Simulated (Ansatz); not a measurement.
```yaml
crystal:
  periodic: [false, false, false]
  atoms:
    - {symbol: C, position_ang: [-1.527074, 0.647733, -0.547940]}
    - {symbol: Al, position_ang: [-0.131593, -0.699881, -0.643920]}
    - {symbol: C, position_ang: [1.437488, -0.539867, 0.561175]}
    - {symbol: N, position_ang: [1.411391, 0.461439, 1.354167]}
    - {symbol: H, position_ang: [-1.648930, 1.159983, -1.508242]}
    - {symbol: H, position_ang: [-1.297838, 1.395104, 0.214443]}
    - {symbol: H, position_ang: [-2.497631, 0.198825, -0.312357]}
    - {symbol: H, position_ang: [-0.192017, -1.933184, -1.650752]}
    - {symbol: H, position_ang: [2.289513, -1.241491, 0.579756]}
    - {symbol: H, position_ang: [2.239891, 0.500140, 1.956672]}
basis:
  gaussian: {orbitals: x2c-TZVPPall}
hamiltonian: {xc: {name: HF}}
correlation: {method: mp2, frozen_orbitals: {C: 0}}
output: {forces: true}
```

```sh
$ ansatz run in.yaml --threads 2 --pin off --events-out ev --progress --plain --max-ram 4352MiB
```

It prints (some lines left out):

```
Functional definition: HF
Error: "frozen_orbitals" has no count for Al
```

(1) What is wrong with this run?

Results:

(1) Frozen orbitals are typed for one element alone, and the program wants a count for each. The program refused the input.
